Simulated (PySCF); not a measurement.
## Stretching ZnS⁺

Set-up: Zn 6-31G(d,p), S 6-31G(d,p); no relativity (PySCF 2.14). Energies in eV from Zn⁺ + S in their ground configurations at the same level. State: ²Π (doublet), unpaired electrons π ↑.

All columns are r²SCAN. A positive dipole points towards S; it is taken about the centre of mass and depends on that origin.

```tsv
R (Å)	E (eV)	μ (D)	Mulliken charge on Zn (basis-dependent)	HOMO (eV)	LUMO (eV)	Mayer bond order	⟨S²⟩
1.839	-1.542	-3.71	0.82	-12.78	-11.88	1.61	0.76
1.924	-2.011	-3.87	0.85	-12.59	-11.66	1.52	0.76
2.010	-2.255	-4.02	0.88	-12.40	-11.46	1.44	0.76
2.074	-2.332	-4.12	0.90	-12.27	-11.31	1.38	0.76
2.138	-2.342	-4.20	0.91	-12.15	-11.18	1.34	0.76
2.202	-2.302	-4.28	0.93	-12.03	-11.05	1.30	0.76
2.288	-2.193	-4.35	0.94	-11.89	-10.90	1.25	0.76
2.395	-2.001	-4.41	0.96	-11.73	-10.94	1.19	0.77
2.523	-1.729	-4.42	0.96	-11.57	-11.05	1.13	0.78
```

A fit through these points gives, at Re = 2.116 Å, μ = -4.18 D and dμ/dR = -1.30 D/Å; the reduced mass is 21.31 u.

Q: How strong is the fundamental in the double-harmonic approximation, I = 42.26·(dμ/dR)²/μred km/mol?

A: I = 42.26·(-1.30)²/21.31 = 3.35 km/mol at r²SCAN.

For an ion De counts to the pair picked by the measured ionisation energies or electron affinities, which need not be the lowest pair at this level. The state was picked by a PBE0 search and need not be the measured ground state.
